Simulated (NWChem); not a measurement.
A series in which one site is exchanged, each optimised at PBE0/def2-SVP with NWChem, gas phase unless a solvent is named. Low-valent species are run as closed-shell singlets; no triplet was tried in these runs. This build's default masses of Se (78.918 u) and Br (79.917 u) are each other's, which moves their modes by up to 0.6 %. For some, no frequency run checked for a minimum. def2 effective core potentials on I; no spin-orbit coupling.

A: Cl[Si]C (CH3ClSi; site = Cl)
B: C[Si]I (CH3ISi; site = I)
C: C[Si]F (CH3FSi; site = F)
D: C[Si]Br (CH₃BrSi; site = Br)

Rank them by vertical ionisation energy, ΔSCF, PBE/def2-SVP (eV), lowest first.

B (8.38), D (8.59), A (8.69), C (8.82)
